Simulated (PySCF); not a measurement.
Excitations are Tamm–Dancoff values on a coarser integration grid. The basis has no diffuse functions, so Rydberg states are missing or too high.

Cartesian coordinates (Å):
```xyz
9

C     -1.3898     0.1383     0.1509
C     -0.1574     0.4242     0.5473
C      1.0422    -0.3640     0.1495
F      1.9958     0.4765    -0.4429
H     -2.2426     0.7155     0.4835
H     -1.5910    -0.6903    -0.5188
H      0.0282     1.2629     1.2112
H      1.5264    -0.8206     1.0173
H      0.7884    -1.1424    -0.5726
```
Charge 0, multiplicity 1.

**Question.** What is the computed LUMO, total energy, HOMO, brightest of the four lowest singlets (TDA) and T1 excitation (TDA) (PBE-D3(BJ)/def2-TZVP // B3LYP-D3(BJ)/def2-TZVP (PySCF 2.14.0))?

**Answer.** 
```json
{
 "LUMO": "-1.35 eV",
 "total_energy": "-5904.09 eV",
 "HOMO": "-6.90 eV",
 "brightest of the four lowest singlets (TDA)": "7.89 eV",
 "T1 excitation (TDA)": "4.50 eV"
}
```
